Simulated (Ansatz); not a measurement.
`[SiH3][SiH]1N=CCO1` at its PBE0-D4/def2-TZVP geometry, where that method's forces vanish. Total charge 0; spin multiplicity 1.

| atom | x (Å) | y (Å) | z (Å) |
| --- | --- | --- | --- |
| Si1 | -0.4220 | 1.4406 | 1.9202 |
| Si2 | 0.1963 | 0.8549 | -0.2635 |
| N3 | -1.0902 | 0.0237 | -1.1356 |
| C4 | -0.6389 | -1.1317 | -1.3945 |
| C5 | 0.7576 | -1.5046 | -0.9536 |
| O6 | 1.3092 | -0.3923 | -0.2897 |
| H7 | -0.9520 | 0.2471 | 2.6323 |
| H8 | 0.7589 | 1.9601 | 2.6618 |
| H9 | -1.4681 | 2.4979 | 1.8910 |
| H10 | 0.6859 | 2.0370 | -1.0243 |
| H11 | -1.2339 | -1.8767 | -1.9350 |
| H12 | 1.3702 | -1.7797 | -1.8228 |
| H13 | 0.7270 | -2.3764 | -0.2864 |

(1) For each bond, give half the difference of the two atoms' forces along it (eV/Å; positive pushes the atoms apart) under PBE-D4, r2SCAN-D4, B3LYP-D4, ωB97M-V in def2-TZVPP. (Best estimate.)

Answers

(1) Ansatz gave: 
| bond | length (Å) | PBE-D4 | r2SCAN-D4 | B3LYP-D4 | ωB97M-V |
| --- | --- | --- | --- | --- | --- |
| Si1–Si2 | 2.344 | -0.19 | -0.01 | 0.00 | -0.01 |
| Si1–H7 | 1.487 | 0.09 | -0.01 | -0.06 | -0.09 |
| Si1–H8 | 1.488 | 0.09 | -0.02 | -0.06 | -0.10 |
| Si1–H9 | 1.488 | 0.08 | -0.02 | -0.06 | -0.09 |
| Si2–N3 | 1.763 | 0.15 | 0.01 | 0.11 | 0.10 |
| Si2–O6 | 1.672 | 0.39 | 0.05 | 0.11 | 0.06 |
| Si2–H10 | 1.489 | 0.00 | -0.03 | -0.18 | -0.18 |
| N3–C4 | 1.267 | 0.69 | 0.30 | 0.09 | -0.01 |
| C4–C5 | 1.511 | -0.15 | -0.02 | 0.18 | 0.19 |
| C4–H11 | 1.096 | -0.06 | -0.10 | -0.20 | -0.15 |
| C5–O6 | 1.408 | 0.30 | 0.29 | 0.32 | 0.27 |
| C5–H12 | 1.098 | 0.09 | -0.06 | -0.15 | -0.18 |
| C5–H13 | 1.098 | 0.09 | -0.06 | -0.15 | -0.18 |

B3LYP here is the variant with VWN-RPA as its local correlation; programs differ in this.
